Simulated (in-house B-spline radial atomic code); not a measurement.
Configurations of Pr, with energies counted from [Xe] 4f3 6s2. Method: scalar-relativistic (X2C) B3LYP, spin-polarised, spherical fractional occupations, exact exchange averaged over the configuration, Fermi nucleus of rms radius 4.8919 fm. Calculated with a B-spline radial code for spherical atoms. Shells without spins written out take the highest spin.

Occupations are held fixed; configurations that lie above the ionisation limit could autoionise.

```
               configuration  E - E(ref) (eV)  highest orbital  its <r> (bohr)
   [Kr] 4d10 4f4 5s2 5p5 6s2           19.745            4f up           1.269
[Kr] 4d9 4f3 5s2 5p6 6s2 7s1            114.4            7s up           9.847
[Kr] 4d9 4f3 5s2 5p6 6s2 6d1           115.02            6d up           10.42
```

(1) Order these further configurations by energy, lowest first.
A. [Kr] 4d10 4f3 5s2 5p5 5d1 6s2
B. [Xe] 4f3 6s1 7d1
C. [Xe] 4f2 5d1 6s2

Results:

(1) C (1.0969 eV), B (4.5207 eV), A (18.676 eV).
